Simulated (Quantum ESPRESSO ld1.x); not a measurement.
Values are calculated unless marked as measured or tabulated.
One sound ld1.x (Quantum ESPRESSO 7.5) input for neutral selenium gives E = -2426.946 hartree in 29 iterations:

```
 &input
    zed=34.0,
    iswitch=1,
    rel=2,
    dft='PW',
    config='[Ar] 3d10 4s2 4p4',
    verbosity='high',
    lsmall=.true.,
    prefix='ld1',
    max_out_wfc=37,
    file_charge='ld1.rho',
 /
```

Changed or added lines, one case at a time, and what came of them:

- beta=0.001: not converged. So little new potential is mixed in that the limit of 200 iterations comes first; the energy is off by +0.01005 hartree.
- config='[Ar] 3d10 4s2 4p': refused. The program stops in el_config with "no occupancy field?": each term needs its occupation.
- config='[Ar] 3d10 4s2 4p4 5p3': spurious. The string holds 37 electrons for Z = 34, so the species has charge -3 and is not the one meant. The equations of the added shell fail (the log warns of at least one error in the KS equations), so the printed solution is spurious even though the residual is small.
- isic=1 latt=1: refused. The program stops in ld1_readin with "isic and latter correction not allowed": the two corrections exclude each other.
- zed=-3.0: refused. The program stops in ld1_readin with "wrong nuclear charge zed:  -3.00": zed must lie above 0 and at most 103.
- cau_fact=30.56: crashed. The program stops in dirsol with "no classical turning point found": with c below Z the Dirac equation of a point nucleus has no 1s solution.
- rmax=1.0: not converged. The mesh cuts the orbital tails; the cycle ends with warnings and the numbers are not to be used.
